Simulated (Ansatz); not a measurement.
Geometry optimisation, RKS B3LYP-D4/def2-SVP (Ansatz).

The input (input.yaml):

```yaml
crystal:
  periodic: [false, false, false]
  atoms:
    - { symbol: Ge, position_ang: [0.0, 0.0, 0.0] }
    - { symbol: O, position_ang: [0.0, 0.0, 1.77] }
    - { symbol: H, position_ang: [-0.9095, -0.2814, 2.1071] }
    - { symbol: H, position_ang: [1.4616, 0.0, -0.5162] }
    - { symbol: H, position_ang: [-0.73, 1.2648, -0.5162] }
    - { symbol: H, position_ang: [-0.73, -1.2648, -0.5162] }
basis:
  gaussian: { orbitals: def2-SVP }
hamiltonian:
  xc: b3lyp
  dispersion: d4
relax:
  f_tol: 0.02
  max_steps: 40
```

Command:

```bash
$ ansatz run input.yaml --threads 1 --pin off --max-ram 2048MiB --backend cpu --events-out ev --progress --plain --runs-dir out
```

Where does it end, and by what steps?

The run converged. After 5 steps the energy has fallen by 0.074 eV; H3 moved furthest, 0.15 Å.

| step | energy less start (eV) | largest force component (eV/Å) | accepted |
| --- | --- | --- | --- |
| 0 | 0.0000 | 1.765 | yes |
| 1 | -0.0625 | 0.693 | yes |
| 2 | -0.0710 | 0.097 | yes |
| 3 | -0.0738 | 0.025 | yes |
| 4 | -0.0739 | 0.037 | yes |
| 5 | -0.0740 | 0.002 | yes |

```xyz
6
Properties=species:S:1:pos:R:3
Ge -0.024 -0.025 -0.030
O 0.016 -0.102 1.760
H -0.866 -0.141 2.152
H 1.456 0.019 -0.438
H -0.768 1.246 -0.503
H -0.722 -1.278 -0.611
```

Whether the end is a true minimum wasn't checked by a vibrational analysis.

Time of the run: 9.3 s on 1 thread of Arm Neoverse V2, with other jobs on the host, peak memory 0.12 GiB.
